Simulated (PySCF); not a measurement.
## Polarisability and C₆ of P²⁺ (phosphorus, charge +2)

[Ne] 3s2 3p1, 2P determinant. Calculation: PySCF 2.14, in aug-cc-pV(Q+d)Z (7s6p5d3f2g, 89 functions); no relativity, point nucleus. Coupled (time-dependent) response in atomic units; α is the mean over directions.

| method | mean α (bohr³) | α xx, yy, zz | C₆ (like pair) | S(−4) |
| --- | --- | --- | --- | --- |
| UHF | 9.586 | 9.831, 9.094, 9.831 | 35.18 | 40.64 |
| PBE | 9.200 | 9.370, 8.859, 9.370 | 33.12 | 36.41 |
| PBE0 | 9.274 | 9.477, 8.869, 9.477 | 33.53 | 37.09 |
| TPSS | 9.367 | 9.578, 8.944, 9.578 | 34.31 | 37.61 |
| LC-wPBE | 9.285 | 9.502, 8.851, 9.502 | 33.48 | 37.68 |

S(−4) is the Cauchy moment in α(ω) = α(0) + S(−4) ω² + …

α(iu) at TPSS:

| u (hartree) | α(iu) (bohr³) |
| --- | --- |
| 0 | 9.367 |
| 0.0500 | 9.274 |
| 0.100 | 9.007 |
| 0.200 | 8.090 |
| 0.300 | 6.938 |
| 0.500 | 4.813 |
| 0.750 | 3.062 |
| 1.00 | 2.064 |
| 1.50 | 1.114 |
| 2.00 | 0.7089 |
| 3.00 | 0.3800 |
| 5.00 | 0.1813 |

A single London oscillator, α(iu) = α/(1 + u²/ω²), gives C₆ = (3/4) ω α². Matching the computed C₆ needs ω = 4 × 34.31 / (3 × 9.367²) = 0.521 hartree.

For an ion, C₆ is the dispersion term alone; charge-induced terms of lower order in 1/R come first.

The components differ because the open shell of this determinant is not spherical; for a pure term their mean is the scalar polarisability.
